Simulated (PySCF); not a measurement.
Part of a log for `[SiH3][CH2][AlH2-][Cl]`: ground state, then the species with a core hole.

Computed, not measured: PySCF, delta-SCF UKS SCAN, pcX-2 on the ionised atom, pcseg-1 elsewhere, spin-free X2C. The program numbers atoms from 0. The cycles run on a coarse integration grid; for E(ground) and E(ion) the exchange–correlation energy is redone on a finer one, so they differ from the last cycle, and only they enter the binding energy.

Coordinates (Å, PBE0-D3(BJ)/def2-SVP):
```
Si    -1.545276    -0.257742     0.496574
C     -0.092368    -0.469256    -0.620397
Al     1.523201     0.628816    -0.073991
Cl     3.277138    -0.333762    -1.040809
H     -1.920866     1.186549     0.697115
H     -1.303896    -0.824650     1.868136
H     -2.834939    -0.912916     0.041350
H      0.204539    -1.533593    -0.633331
H     -0.363589    -0.189184    -1.654106
H      1.720046     0.575569     1.543793
H      1.380060     2.148938    -0.644328
```

```
ground state, core basis on atom 2 (Al), 145 functions
  cycle   1  E = -1036.84894081  |g| = 2.42e-01
  cycle   2  E = -1036.84900312  |g| = 4.28e-02
  cycle   3  E = -1036.84896753  |g| = 3.30e-02
  cycle   4  E = -1036.84916002  |g| = 1.04e-02
  cycle   5  E = -1036.84918848  |g| = 9.37e-04
  cycle   6  E = -1036.84919034  |g| = 1.33e-04
  E(ground) = -1036.88153731 Eh
hole in Al 1s of atom 2
  cycle   1  E = -978.45682559  |g| = 3.97e+00
  cycle   2  E = -978.69111338  |g| = 1.99e+00
  cycle   3  E = -979.23041509  |g| = 6.06e-01
  cycle   4  E = -979.42671373  |g| = 2.75e-01
  ...
  cycle   8  E = -979.47615443  |g| = 3.63e-03
  cycle   9  E = -979.47616361  |g| = 7.23e-04
  cycle  10  E = -979.47616143  |g| = 1.48e-04
  E(ion) = -979.51027632 Eh   <S^2> = 0.7521   hole on atom = 1.000
```

Q: What is the Al 1s binding energy of atom 2?

A: (-979.510276 − (-1036.881537)) Eh × 27.2114 eV/Eh = 1561.15 eV, for the aluminium bonded to C, Cl and 2 H.

```
ground state, core basis on atom 0 (Si), 145 functions
  cycle   1  E = -1036.77540700  |g| = 5.60e-01
  cycle   2  E = -1036.68413676  |g| = 7.73e-01
  cycle   3  E = -1036.86929022  |g| = 9.63e-02
  cycle   4  E = -1036.87230878  |g| = 2.96e-02
  cycle   5  E = -1036.87257532  |g| = 7.11e-03
  cycle   6  E = -1036.87259398  |g| = 1.50e-03
  cycle   7  E = -1036.87259481  |g| = 5.88e-04
  cycle   8  E = -1036.87259609  |g| = 8.39e-05
  E(ground) = -1036.89934527 Eh
hole in Si 1s of atom 0
  cycle   1  E = -968.09504757  |g| = 4.35e+00
  cycle   2  E = -963.26669182  |g| = 3.33e+00
  cycle   3  E = -951.15348417  |g| = 3.43e+00
  cycle   4  E = -969.05673884  |g| = 3.88e-01
  ...
  cycle   9  E = -969.15595003  |g| = 1.95e-03
  cycle  10  E = -969.15595140  |g| = 5.04e-04
  cycle  11  E = -969.15595310  |g| = 1.51e-04
  E(ion) = -969.19071734 Eh   <S^2> = 0.7524   hole on atom = 1.000
```

Q: What is the Si 1s binding energy of atom 0?

A: (-969.190717 − (-1036.899345)) Eh × 27.2114 eV/Eh = 1842.45 eV, for the SiH3 silicon.

```
ground state, core basis on atom 3 (Cl), 145 functions
  cycle   1  E = -1036.96259413  |g| = 4.86e-01
  cycle   2  E = -1036.96276128  |g| = 4.61e-02
  cycle   3  E = -1036.96275822  |g| = 3.27e-02
  cycle   4  E = -1036.96293698  |g| = 6.43e-03
  cycle   5  E = -1036.96294470  |g| = 9.72e-04
  cycle   6  E = -1036.96294542  |g| = 1.82e-04
  E(ground) = -1037.01351156 Eh
hole in Cl 1s of atom 3
  cycle   1  E = -931.97118926  |g| = 5.47e+00
  cycle   2  E = -932.64830599  |g| = 2.06e+00
  cycle   3  E = -933.11454963  |g| = 5.26e-01
  cycle   4  E = -933.20777610  |g| = 1.42e-01
  cycle   5  E = -933.21543845  |g| = 6.65e-02
  cycle   6  E = -933.21760832  |g| = 2.36e-02
  cycle   7  E = -933.21789379  |g| = 6.02e-03
  cycle   8  E = -933.21791710  |g| = 1.51e-03
  cycle   9  E = -933.21791904  |g| = 2.43e-04
  E(ion) = -933.27814189 Eh   <S^2> = 0.7519   hole on atom = 1.000
```

Q: What is the Cl 1s binding energy of atom 3?

A: (-933.278142 − (-1037.013512)) Eh × 27.2114 eV/Eh = 2822.78 eV, for the chlorine bonded to Al.

```
ground state, core basis on atom 1 (C), 134 functions
  cycle   1  E = -1036.77840929  |g| = 6.06e-02
  cycle   2  E = -1036.77838338  |g| = 2.57e-02
  cycle   3  E = -1036.77845595  |g| = 2.15e-02
  cycle   4  E = -1036.77857867  |g| = 4.76e-03
  cycle   5  E = -1036.77858661  |g| = 3.70e-04
  E(ground) = -1036.84750854 Eh
hole in C 1s of atom 1
  cycle   1  E = -1025.71582134  |g| = 1.51e+00
  cycle   2  E = -1024.96575608  |g| = 1.84e+00
  cycle   3  E = -1026.25576595  |g| = 3.33e-01
  cycle   4  E = -1026.30131671  |g| = 9.05e-02
  cycle   5  E = -1026.30497572  |g| = 3.29e-02
  cycle   6  E = -1026.30564555  |g| = 6.92e-03
  cycle   7  E = -1026.30568270  |g| = 1.88e-03
  cycle   8  E = -1026.30568382  |g| = 7.37e-04
  cycle   9  E = -1026.30568507  |g| = 2.14e-04
  E(ion) = -1026.37313369 Eh   <S^2> = 0.7679   hole on atom = 1.000
```

Q: What is the C 1s binding energy of atom 1?

A: (-1026.373134 − (-1036.847509)) Eh × 27.2114 eV/Eh = 285.02 eV, for the sp3 carbon bound to silicon.

The ground state is recomputed for each atom, because the flexible core basis sits on the ionised atom alone; energies of different blocks can't be mixed. The species carries charge -1, so core ionisation leaves a neutral species. The basis sets have no added diffuse functions. Geometry: PBE0-D3(BJ)/def2-SVP, one conformer, isolated ion.

The values belong to the conformer `[SiH3:1][CH2:2][AlH2-:3][Cl:4]`: Si1–C2–Al3–Cl4 159°.
Labels such as C1 count atoms from 1, the log's own numbers from 0.
